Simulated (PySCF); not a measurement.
C4H9BO3, SMILES CC(=O)CCB(O)O, GFN2-xTB optimised geometry.

```
17

C      3.01    -0.72     0.00
C      1.50    -0.72     0.00
O      0.87    -1.75     0.00
C      0.88     0.65     0.00
C     -0.55     0.71    -0.55
B     -1.69     0.07     0.39
O     -2.74     0.87     0.72
O     -1.67    -1.19     0.85
H      3.40     0.03     0.69
H      3.39    -1.71     0.26
H      3.36    -0.47    -1.00
H      1.53     1.32    -0.56
H      0.88     1.00     1.04
H     -0.80     1.75    -0.75
H     -0.56     0.20    -1.52
H     -3.40     0.44     1.26
H     -0.89    -1.70     0.58
```

Density from PySCF with PBE0/def2-SVP at that geometry.

Minimum of the electron density along straight lines between bonded atoms, close to the bond critical point (lines longer than 1.1 times the sum of covalent radii, or with two minima, are not listed):

| bond | length / Å | ρ at the minimum / e bohr⁻³ | ∇²ρ there / e bohr⁻⁵ | position (fraction from the first atom) |
|---|---|---|---|---|
| C1–C2 | 1.507 | 0.259 | -0.62 | 0.49 |
| C2–O3 | 1.210 | 0.407 | 0.43 | 0.33 |
| C2–C4 | 1.508 | 0.259 | -0.62 | 0.52 |
| C4–C5 | 1.537 | 0.233 | (withheld) | 0.52 |
| C5–B6 | 1.612 | (withheld) | (withheld) | 0.68 |
| B6–O7 | 1.354 | 0.206 | 1.17 | 0.33 |
| B6–O8 | 1.349 | 0.210 | 1.16 | 0.33 |
| C1–H9 | 1.087 | 0.275 | -1.01 | 0.63 |
| C1–H10 | 1.087 | 0.278 | -1.04 | 0.64 |
| C1–H11 | 1.089 | 0.272 | -0.99 | 0.63 |
| C4–H12 | 1.093 | 0.275 | -0.99 | 0.62 |
| C4–H13 | 1.095 | 0.271 | -0.97 | 0.62 |
| C5–H14 | 1.090 | 0.274 | -0.98 | 0.62 |
| C5–H15 | 1.093 | 0.270 | -0.95 | 0.62 |
| O7–H16 | 0.958 | 0.358 | -2.39 | 0.81 |
| O8–H17 | 0.967 | 0.344 | -2.52 | 0.83 |

Question: What belongs in the gaps?

Answer: 
- C4–C5, ∇²ρ there / e bohr⁻⁵: -0.51
- C5–B6, ρ at the minimum / e bohr⁻³: 0.173
- C5–B6, ∇²ρ there / e bohr⁻⁵: -0.19
